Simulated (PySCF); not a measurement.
C₂H₇AlS. Atoms are numbered in the order given.

```xyz
11

Al    -0.5678     0.5801     0.6267
H     -2.0566     0.0282     0.8501
C      0.1671     2.2042     1.4412
H      0.1231     2.1444     2.5498
H     -0.4275     3.0960     1.1482
H      1.2213     2.3874     1.1511
S      0.7203    -0.6013    -0.7017
C     -0.3743    -1.9929    -1.2144
H     -1.3789    -1.9200    -0.7546
H      0.0958    -2.9471    -0.9092
H     -0.4777    -1.9781    -2.3160
```
Charge 0, spin multiplicity 1.

Geometry optimised at PBE-D3(BJ)/def2-SVP. The structure was generated by enumeration; whether it is a known compound was not checked. One conformer was computed; it need not be the lowest.

Level of theory: TDDFT-PBE/def2-SVPD (PySCF).

Vertical excitations. 

| state | energy (eV) | λ (nm) | f | main pairs |
|---|---|---|---|---|
| S1 | 4.76 | 260 | 0.076 | HOMO→LUMO 96 % |
| S2 | 5.16 | 240 | 0.000 | HOMO−1→LUMO 97 % |
| S3 | 5.34 | 232 | 0.041 | HOMO→LUMO+1 95 % |
| S4 | 5.41 | 229 | 0.000 | HOMO−2→LUMO 95 % |
| S5 | 5.51 | 225 | 0.013 | HOMO→LUMO+2 93 % |
| S6 | 6.17 | 201 | 0.023 | HOMO−1→LUMO+1 94 % |
| S7 | 6.26 | 198 | 0.005 | HOMO→LUMO+3 95 % |
| S8 | 6.36 | 195 | 0.003 | HOMO→LUMO+4 96 % |
| S9 | 6.38 | 194 | 0.017 | HOMO−1→LUMO+2 77 %, HOMO−2→LUMO+2 17 % |
| S10 | 6.50 | 191 | 0.135 | HOMO−2→LUMO+1 77 %, HOMO−2→LUMO+2 13 % |
| T1 | 3.94 | 315 | 0 | HOMO→LUMO 99 % |
| T2 | 4.85 | 256 | 0 | HOMO−1→LUMO 90 % |
| T3 | 5.05 | 245 | 0 | HOMO−2→LUMO 66 %, HOMO→LUMO+1 26 % |
| T4 | 5.08 | 244 | 0 | HOMO→LUMO+1 66 %, HOMO−2→LUMO 31 % |
Triplets are in the Tamm–Dancoff approximation, which puts them higher than full response would, so one can lie above its singlet here.
